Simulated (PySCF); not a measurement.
Geometry (Å), atoms numbered from 1 in this order:
```xyz
16

N    -3.610    1.494   -0.920
C    -2.653    0.888   -0.667
C    -1.469    0.164   -0.318
C    -1.405   -0.540    1.066
Si   -0.213    0.867    0.902
C     1.604    0.589    0.601
Si    2.059   -0.982   -0.341
H    -1.059   -0.416   -1.155
H    -2.290   -0.399    1.696
H    -1.067   -1.581    1.042
H    -0.595    2.147    1.546
H     2.117    0.570    1.579
H     2.007    1.457    0.051
H     1.512   -2.182    0.361
H     1.488   -0.937   -1.721
H     3.543   -1.111   -0.436
```

Geometry: PBE0-D3(BJ)/def2-SVP; GIAO absolute shieldings from PySCF, gas phase, non-relativistic, averaged over equivalent atoms.

At HF/pcSseg-1 (178 basis functions, 22 s wall time on 1 thread of an Arm Neoverse N1, shared host):
```csv
atoms,σ (ppm)
N1,-33.6
C2,58.1
C4,194.7
C3,206.1
C6,208.6
Si7,455.4
Si5,481.1
H14/H15/H16,28.10
H11,28.12
H10,30.77
H8,30.88
H9,31.00
H13,31.66
H12,31.82
```

What do these become at PBE0/pcSseg-1?

Answers


```csv
atoms,σ at PBE0/pcSseg-1,change
N1,-29.0,+4.6
C2,58.1,+0.0
C4,183.5,-11.2
C3,192.5,-13.6
C6,200.5,-8.1
Si7,422.9,-32.5
Si5,445.7,-35.4
H14/H15/H16,27.47,-0.63
H11,27.56,-0.56
H10,30.19,-0.58
H8,30.08,-0.80
H9,30.46,-0.54
H13,30.97,-0.69
H12,31.14,-0.68
```

The largest change is at Si5 (silicon bonded to 3 C, H, in a 3-membered ring). Cost: 178 basis functions, 46 s wall time on 1 thread of an Arm Neoverse N1, shared host. The order of the carbon signals is the same at both levels.
